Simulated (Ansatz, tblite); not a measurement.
Forces on Al12P11F3 at its r2SCAN-D4/def2-SVP geometry. Charge 0, multiplicity 1.

The xTB rows come from tblite. Single mean-field runs in def2-SVP are fitted with def2-universal-jkfit. The restricted singlet is unstable towards broken spin symmetry at other levels; at r2SCAN-D4/def2-SVP, B97M-V/def2-SVP this wasn't settled.

GFN2-xTB (tblite), largest force 1.25 eV/Å:

```xyz
26
positions Å, forces eV/Å
Al   -3.922   -0.221    0.027    0.155   -0.128   -0.282
P    -5.714    0.546   -0.982   -1.142   -0.405    0.143
Al   -4.413    2.075   -1.850    0.306   -0.140    0.168
P    -3.414    3.680   -2.945   -0.100    0.990   -0.712
Al   -1.551    2.975   -2.020    0.016   -0.302   -0.192
P    -3.313   -2.423    0.689   -0.455   -1.163   -0.090
Al   -2.390   -1.027    2.213    0.447    0.137   -0.230
Al   -1.236   -1.919   -0.211   -0.262    0.296    0.250
P    -1.290    0.456   -0.807    0.134   -0.240   -0.187
P    -0.377   -0.440    3.098    0.143    0.017    0.557
Al   -0.131    0.933    1.238    0.535   -0.466   -0.127
Al    0.820    0.840   -1.979   -0.252    0.371    0.198
P     0.697    2.999   -2.815    0.608    0.315   -1.050
P     1.701    2.367    1.304    0.308    0.250    0.377
Al    0.813    3.298   -0.576   -0.020   -0.486    0.183
P     0.561   -3.270    0.065   -0.210   -0.359   -0.271
Al    1.048   -1.863    1.805    0.083    0.683   -0.251
Al    2.701   -2.344   -0.635    0.153   -0.212   -0.007
P     2.791   -0.269   -1.866    0.094    0.032   -0.549
P     3.241   -1.135    1.878   -0.018    0.461    0.772
Al    2.780    0.480    0.298   -0.639   -0.184    0.323
P     4.397   -3.803   -0.873   -0.019   -0.447   -0.858
Al    4.724   -2.927    1.109    0.342    0.028    0.675
F    -3.371    0.432    1.780    0.007    0.480    0.535
F    -0.929    3.727   -0.331   -0.084    0.341    0.631
F     5.777   -3.167    2.384   -0.129    0.132   -0.005
```

r2SCAN-D4/def2-SVP (Ansatz), largest force 0.03 eV/Å:

```
Al 0.000 -0.003 -0.010
P 0.000 0.001 0.001
Al 0.001 -0.002 0.002
P 0.002 0.003 0.000
Al -0.001 -0.010 -0.018
P -0.001 0.002 0.002
Al 0.004 -0.023 0.000
Al -0.001 -0.001 0.003
P -0.004 -0.001 -0.001
P 0.001 0.001 -0.001
Al 0.001 0.003 0.003
Al 0.003 0.001 0.001
P 0.001 0.004 0.000
P -0.002 -0.003 0.002
Al 0.016 -0.003 -0.012
P -0.003 0.000 -0.001
Al 0.001 -0.001 0.000
Al 0.001 -0.004 0.002
P -0.002 0.000 0.000
P -0.002 -0.002 0.004
Al 0.000 0.000 0.003
P -0.005 -0.003 0.003
Al 0.009 0.004 -0.005
F -0.007 0.022 0.004
F -0.015 0.012 0.021
F 0.002 0.004 -0.003
```

B97M-V/def2-SVP (Ansatz), largest force 0.24 eV/Å:

```
Al -0.052 0.025 -0.018
P 0.168 0.048 0.006
Al 0.036 -0.015 0.019
P 0.041 -0.124 0.111
Al -0.047 0.022 -0.027
P 0.041 0.085 0.025
Al 0.082 0.060 -0.171
Al 0.058 0.125 0.189
P 0.090 -0.016 0.078
P -0.046 -0.017 -0.089
Al 0.051 -0.112 -0.129
Al 0.019 0.083 0.226
P -0.030 -0.013 0.089
P -0.050 -0.024 -0.084
Al -0.097 -0.181 -0.017
P -0.018 0.114 0.042
Al -0.015 0.081 -0.212
Al 0.052 0.052 0.157
P -0.072 0.036 0.088
P -0.068 -0.002 -0.057
Al -0.173 -0.128 -0.076
P -0.038 0.091 0.125
Al 0.003 -0.035 -0.062
F 0.078 -0.097 -0.050
F 0.086 -0.088 -0.045
F -0.100 0.033 -0.116
```
